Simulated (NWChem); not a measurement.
GeH3TeI; SMILES I[Te][GeH3]

Program: NWChem. Structure relaxed at the PBE0/def2-SVP (def2 core potentials past Kr) level.

Problem. Estimate the computed values for TPSS/STO-3G, non-relativistic. Quantities: highest occupied level (eV); orbital gap (eV); dipole (D).

Solution. The highest occupied level (eV) is -2.82, the orbital gap (eV) is 2.51 and the dipole (D) comes out as 2.39.
